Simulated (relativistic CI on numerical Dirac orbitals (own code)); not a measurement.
**What each ingredient does to the levels of Bi⁶⁺**

Base calculation: Dirac-Coulomb-Breit CI, orbitals from a KLI potential per configuration, a model potential for QED, unscaled Slater integrals.

CI space (outside the closed core [Kr] 4d10 4f14): 5s2 5p6 5d9, 5s2 5p6 5d8 6s, 5s2 5p6 5d8 5f, 5s2 5p6 5d8 6p, 5s2 5p6 5d8 5g, 5s2 5p5 5d10, 5s2 5p6 5d8 6d, 5s2 5p6 5d8 7s, 5s2 5p6 5d7 6s 6p, 5s2 5p6 5d8 7p, 5s2 5p6 5d8 6f, 5s2 5p6 5d8 7d, 5s2 5p6 5d8 8s, 5s2 5p6 5d8 8p, 5s2 5p5 5d9 5f, 5s2 5p6 5d7 5f 6s, 5s2 5p6 5d8 7f, 5s 5p6 5d10, 5s2 5p5 5d9 5g, 5s2 5p5 5d9 6s, 5s2 5p6 5d7 5f 5g, 5s2 5p5 5d9 6p, 5s 5p6 5d9 5f, 5s2 5p6 5d7 6s2, 5s2 5p6 5d6 5f 6s2, 5s2 5p6 5d6 6s2 6p, 5s2 5p6 5d6 5g 6s2, 5s2 5p6 5d6 6s2 6d. Double excitations out of closed p, d and f shells are left out; levels of such configurations are missing from the list, as are those of other unlisted configurations, and high levels can miss mixing partners.

Variants: (1) valence Slater integrals scaled by 0.9; (2) QED terms removed; (3) non-relativistic limit. Shifts of the energy above 5s2 5p6 5d9 2D_5/2, in cm⁻¹, for the lowest level and the first level of each name with at least 55 % of one term (blank where a level changes its place among those of its configuration and J or its character, or is not in the variant):

| Level | Base | Δ(1) | Δ(2) | Δ(3) |
| --- | --- | --- | --- | --- |
| 5s2 5p6 5d9 2D_5/2 | 0 | 0 | 0 | 0 |
| 5s2 5p6 5d9 2D_3/2 | 25579 | -131 | -66 | -25579 |
| 5s2 5p6 5d8 6s 4F_9/2 | 176351 | +964 | -696 | +86199 |
| 5s2 5p6 5d8 6s 4F_5/2 | 203746 | +658 | -755 |  |
| 5s2 5p6 5d8 6s 4P_1/2 | 210121 | -1586 | -715 | +69430 |
| 5s2 5p6 5d8 6s 4P_3/2 | 213785 | -217 | -759 | +65766 |
| 5s2 5p6 5d8 6s 2G_9/2 | 225051 | -1626 | -749 | +64760 |
| 5s2 5p6 5d8 6s 2G_7/2 | 226053 | -1637 | -749 | +63758 |
| 5s2 5p6 5d8 6s 2P_1/2 | 228361 | -2048 | -735 | +61946 |
| 5s2 5p6 5d8 6s 2S_1/2 | 273394 | -4344 | -799 | +52504 |
| 5s2 5p6 5d8 6p 4D°_7/2 | 274930 | +1836 | -138 | +65634 |
| 5s2 5p6 5d8 6p 4G°_7/2 | 300986 | +1628 | -198 | +45086 |
| 5s2 5p6 5d8 6p 4P°_1/2 | 312581 | +731 | -203 | +43893 |
| 5s2 5p6 5d8 6p 4G°_11/2 | 313666 | +1112 | -162 | +32406 |

At this charge configurations can still be misplaced by up to about 7 % of their energy. Levels and lines within the n = 5 or 6 shells can be off by up to 10 % or somewhat more, and those that change n by about 2 %, since core polarisation is missing.

Ionisation energy from the two ground configurations alone: base 103.516 eV; valence Slater integrals scaled by 0.9 103.64 eV. The NIST ASD value (theoretical) is 103 eV.

LS names give the leading component of a level, which can be under half, so a name can repeat, a term be missing and a line seem to break the LS rules.
